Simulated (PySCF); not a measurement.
# What a mistake does to a calculation on C2H7NSi

All numbers below are calculated, not measured. The program is PySCF 2.14.0, an open-source quantum chemistry code, run on an isolated molecule that a program drew, which may never have been made. The molecule is C2H7NSi (charge 0, singlet), drawn as the SMILES string `NCC=[SiH2]`.

Each row is a Hartree-Fock (HF) and frozen-core CCSD(T) single point in the cc-pV(D+d)Z basis, meant for a local HF minimum. Run 1 is clean. Each other run has one planted mistake out of seven kinds, and not every kind appears here: one electron removed, one electron added, multiplicity raised by two, geometry at a saddle point, minimal basis STO-3G, one bond length entered in bohr, all coordinates scaled. The reference is restricted for singlets and unrestricted otherwise, and also for a bond in bohr. Adding or removing an electron swaps singlet and doublet. Electrons count all cores. HOMO and LUMO are orbital energies over both spins, the gradient is its largest component, and the lowest frequency (negative if imaginary) is given only where the gradient is small. Bond lengths are over the 10 bonds as drawn. T1 is the CCSD diagnostic: over 0.02 (restricted) or 0.045 (unrestricted) a single reference is doubtful.

Geometry of the clean run:
```xyz
11
C2H7NSi, angstrom
N    -1.6313   -1.2720   -2.1811
C    -1.3300   -1.5517   -0.7860
C    -1.9670   -0.5450    0.1340
Si   -2.7117    0.9309   -0.2645
H    -2.5822   -1.5338   -2.3840
H    -1.0505   -1.8286   -2.7841
H    -1.6292   -2.5636   -0.4752
H    -0.2426   -1.5118   -0.6648
H    -1.9232   -0.7927    1.1921
H    -2.9127    1.4806   -1.6106
H    -3.2672    1.7698    0.8106
```

```
run  electrons  basis functions  <S^2>  HOMO (eV)  LUMO (eV)  gradient (hartree/bohr)  lowest frequency (cm^-1)  mean bond (Å)  longest bond (Å)      T1  HF (hartree)  CCSD(T) (hartree)               mistake
  1         40              100  0.000      -7.97       2.68                  7.4e-06                       180         1.2895             1.700  0.0115    -423.13066         -423.75640              no fault
  2         41              100  0.775       1.20       8.95                  4.7e-02                         -         1.2895             1.700  0.0116    -423.05972         -423.69202    one electron added
  3         40               31  0.000      -5.29       7.66                  5.3e-02                         -         1.2895             1.700  0.0108    -418.10918         -418.38881  minimal basis STO-3G
  4         40              100  2.029      -5.69       1.11                  1.1e-01                         -         1.2895             1.700  0.0114    -423.06537         -423.65261                     ?
```

**Which mistake was planted in run 4, and what did it cost?**

Electrons, basis and geometry are unchanged, and <S^2> is 2.029, beside S(S+1) = 2.00 for a multiplicity of 3. So the mistake is: multiplicity raised by two. Subtracting run 1 and multiplying by 627.51 kcal/mol a hartree, the energy moved by 41.0 kcal/mol in HF and 65.1 kcal/mol in CCSD(T).

Cautions from the logs. Run 2: the HOMO is above zero, so the electron isn't bound and the energy depends on the basis.
